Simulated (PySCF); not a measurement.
H₅GeSi, SMILES [GeH2][SiH3], doublet (PBE0/def2-SVP optimised geometry):

```
7

Si    -0.509    -0.367     0.000
Ge    -1.418    -1.485    -1.889
H     -0.989    -1.048     1.241
H     -0.989     1.048     0.000
H      0.989    -0.367     0.000
H     -1.085    -2.991    -1.958
H     -1.079    -0.823    -3.243
```

Computed with unrestricted PBE0/def2-TZVP (PySCF).

What are the frontier orbital energies (α orbitals alone; a β orbital can be the lowest empty one) and the dipole moment?

HOMO-2 -9.53 eV, HOMO-1 -8.66 eV, HOMO -6.12 eV, LUMO 0.19 eV, LUMO+1 0.35 eV; dipole moment 0.14 D.

On the same geometry unrestricted PBE/def2-TZVP run with PySCF gives HOMO-2 -8.24 eV, HOMO-1 -7.52 eV, HOMO -5.08 eV, LUMO -0.66 eV, LUMO+1 -0.48 eV; dipole moment 0.14 D.

Meta-Löwdin charges at PBE0/def2-TZVP: Si1 0.24, Ge2 0.03, H3 -0.07, H4 -0.07, H5 -0.07, H6 -0.03, H7 -0.03.
